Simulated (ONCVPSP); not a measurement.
Configuration tests for Zn (ONCV)

Zn, optimised norm-conserving Vanderbilt (ONCV), made with ONCVPSP 4.0.1 (PBE, scalar-relativistic). Core [Ne], reference 3s2 3p6 3d10 4s1 (charge +1). Waves: 3s+4s: rc 1.00 bohr, ncon 5, nbas 8, qcut 10.6 1/bohr, 2 projectors; 3p: rc 0.90 bohr, ncon 4, nbas 7, qcut 14.1 1/bohr, 2 projectors, debl 2.6 Ha; 3d: rc 0.80 bohr, ncon 5, nbas 10, qcut 23.7 1/bohr, 1 projector. Local part: polynomial inside 0.70 bohr (lpopt 5, dvloc0 2 Ha). Core correction: none.

In the p channel the program set the typed energies aside and used -3.421, 0.250 Ha.

Energies are relative to the spin-unpolarised reference configuration 3s2 3p6 3d10 4s1; without spin polarisation the order of configurations can differ from experiment.

Question: Give the all-electron excitation energy and the error of the potential for: 3s2 3p6 3d10 4s2; 3s2 3p6 3d10 4s0; 3s2 3p6 3d9 4s0; 3s2 3p6 3d10 4s1 4p1.

Answer:

| valence configuration | charge | ΔE all-electron (eV) | error AE − PS (meV) |
| --- | --- | --- | --- |
| 3s2 3p6 3d10 4s2 | 0 | -9.889 | +1.0 |
| 3s2 3p6 3d10 4s0 | +2 | 18.443 | -0.9 |
| 3s2 3p6 3d9 4s0 | +3 | 58.976 | -6.5 |
| 3s2 3p6 3d10 4s1 4p1 | 0 | -4.802 | +0.4 |

Levels in the configuration 3s2 3p6 3d10 4s2:

```json
{"level": "3s", "all-electron (eV)": "-129.232", "pseudo (eV)": "-129.239"}
{"level": "3p", "all-electron (eV)": "-83.402", "pseudo (eV)": "-83.409"}
{"level": "3d", "all-electron (eV)": "-10.140", "pseudo (eV)": "-10.139"}
{"level": "4s", "all-electron (eV)": "-5.979", "pseudo (eV)": "-5.979"}
```
